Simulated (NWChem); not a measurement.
Si$_{2}$H$_{3}$ cation, singlet

```xyz
5

Si     0.0000     0.0000     1.3326
Si     0.0000     0.0000    -1.0754
H      1.2090    -0.7927    -1.4497
H      0.0820     1.4434    -1.4497
H     -1.2910    -0.6507    -1.4497
```
Atoms are numbered in this order, from 1.

All runs: NWChem. Geometry optimised at PBE0/def2-SVP; all other runs use it. Pople sets run with spherical d functions. Low-valent species are run as closed-shell singlets; no triplet was tried in these runs.

```
quantity                                                                     level  value
-------------------------------------------------  -------------------------------  -----
solvation free energy (kcal/mol) in chlorobenzene             M06-2X/def2-SVP, SMD      …
vertical, lowest excitation, singlet (eV)          CAM-B3LYP/def2-SVPD, full TDDFT   1.69
charge (e), Mulliken Si2                                       Hartree-Fock/6-31G*   0.32
isotropic polarisability (bohr³) at 1065 nm                           PBE0/6-31+G*   50.4
highest harmonic frequency (cm⁻¹)                                    PBE0/def2-SVP      …
```

Q: Complete the blanks.

A: 
- solvation free energy (kcal/mol) in chlorobenzene, value: -51.1
- highest harmonic frequency (cm⁻¹), value: 2244
